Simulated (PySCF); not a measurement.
Compound: [(F)3Sn]2O.
Bonds: Sn1–F2, Sn1–F3, Sn1–F4, Sn1–O5, O5–Sn6, Sn6–F7, Sn6–F8, Sn6–F9.

Level of theory: PBE0-D3(BJ)/def2-SVP geometry optimisation, gas phase, def2 core potentials past Kr (PySCF).

(1) How far are the bound atoms from Sn1?

(2) List the angles at Sn1.

(3) What is the shape at Sn1?

(4) Give some angles away from the centre.

## Answers

(1) 4 atoms: F4 1.903 Å, F3 1.903 Å, F2 1.913 Å, O5 1.946 Å. The nearest atom not counted as bound is Sn6, at 3.46 Å.

(2) 
```tsv
angle	degrees	distance of the outer atoms (Å)
F4–Sn1–O5	113.1	3.21
F2–Sn1–F3	112.1	3.17
F3–Sn1–O5	111.7	3.19
F2–Sn1–F4	109.8	3.12
F3–Sn1–F4	106.8	3.06
F2–Sn1–O5	103.3	3.03
```

(3) Distorted tetrahedral: angles from 103.3° to 113.1°; τ4 = (360° − α − β)/141° = 0.96 with α and β the two widest (0 for a square, 1 for a tetrahedron).

(4) Sn1–O5–Sn6 125.5°, O5–Sn6–F8 109.4°.

Point group: near Cs, missed by 0.29 Å at most; the miss may be what the optimiser left on a soft mode. Charge 0, singlet. Whether it is a minimum is left open (no frequencies).
